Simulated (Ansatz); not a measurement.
Energy profile

The step: AlNH₂Cl₂ ([NH2][Al]([Cl])[Cl]) + H₂O → AlHCl₂O ([OH][Al]([Cl])[Cl]) + NH₃ (still joined by a long Al–N bond); bonds formed: N2–H5; dative contacts that become bonds: Al1–O6; bonds broken: H5–O6; bonds weakened to dative contacts: Al1–N2 (atoms numbered as in the saddle structure below).

```
9
angstrom
Al -0.3476 -0.7813 0.0910
N -0.5724 1.0724 -0.0660
Cl -1.3046 -1.9727 -1.3440
Cl -0.2298 -1.4724 2.0791
H 0.8186 0.7169 -0.3330
O 1.3700 -0.2581 -0.4592
H -1.1092 1.4561 -0.8321
H -0.7675 1.6144 0.7647
H 2.1425 -0.3754 0.0995
```

Electronic energies by CCSD(T) at an estimated basis limit (MP2 extrapolated from triple and quadruple zeta, plus CCSD(T) − MP2 in triple zeta), on PBE0-D4/def2-TZVP structures; AlNH4Cl2O, singlet; no counterpoise correction. Ansatz 0.2.0; basis: def2-TZVPP and def2-QZVPP; cores frozen in the correlated methods. Extrapolation: Hartree–Fock as exp(−7.88 √X), correlation as X^−2.97.

Task: Give the profile in eV, counted from the separated reactants. (Judge from chemistry; the value comes from the calculation.)

Result: By the calculation:
| point | eV |
| --- | --- |
| separated: AlNH2Cl2 (linked as [NH2][Al]([Cl])[Cl]; Al1, N2, Cl3, Cl4, H7, H8; singlet) + H2O (H5, O6, H9; singlet) | 0.000 |
| start structure | -1.002 |
| saddle | -0.757 |
| end structure | -1.994 |
| separated: AlHCl2O (linked as [OH][Al]([Cl])[Cl]; Al1, Cl3, Cl4, O6, H9; singlet) + NH3 (N2, H5, H7, H8; singlet) | -0.382 |
The saddle lies below the separated reactants: the barrier is submerged.

No T1 diagnostic of these runs exceeds 0.010.

The step is the kind of ligand exchange by which a precursor binds to a hydroxyl group, or is hydrolysed, in atomic layer deposition of oxides.

For scale, one of the runs: CCSD(T)/def2-TZVPP, 244 basis functions (an equivalent command: `ansatz run in.yaml --threads 4`). The run took 2.3 min on 4 CPU threads (shared host), with 4.6 GiB of host memory at its peak.
